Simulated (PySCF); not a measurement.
Gallium: a sound run and one with changed settings

Sound run: Ga [Ar] 3d10 4s2 4p1, Ga⁺ [Ar] 3d10 4s2. Calculation: PySCF 2.14, in def2-SVP; no relativity, point nucleus. In the sound run the correlated levels freeze [Ar] 3d10. The sound run starts from symmetry-adapted Hartree-Fock orbitals and uses a fine grid where one is needed.

Changed run: initial guess sap, at most 8 SCF cycles. This setting is unsound on purpose.

| species | method | sound run (hartree) | changed run (hartree) | converged |
| --- | --- | --- | --- | --- |
| Ga | UHF | -1922.97414 | -1922.97414 | no |
| Ga | TPSS | -1924.55031 | -1924.55031 | yes |
| Ga | M06-2X | -1924.55882 | -1924.55882 | yes |
| Ga⁺ | UHF | -1922.77019 | -1922.77019 | yes |
| Ga⁺ | TPSS | -1924.32931 | -1924.32931 | yes |
| Ga⁺ | M06-2X | -1924.34274 | -1924.34274 | yes |
| Ga⁺ | MP2 | -1922.79468 | -1922.79468 | yes |
| Ga⁺ | CCSD(T) | -1922.80665 | -1922.80665 | yes |

Ionisation energy of Ga:

```csv
method,sound run (eV),changed run (eV)
TPSS,6.014,6.014
M06-2X,5.880,5.880
```

The SCF was stopped early; the energies are upper bounds that still move, and correlated levels were skipped or rest on poor orbitals.

For comparison, NIST gives 5.999 eV between the lowest levels.
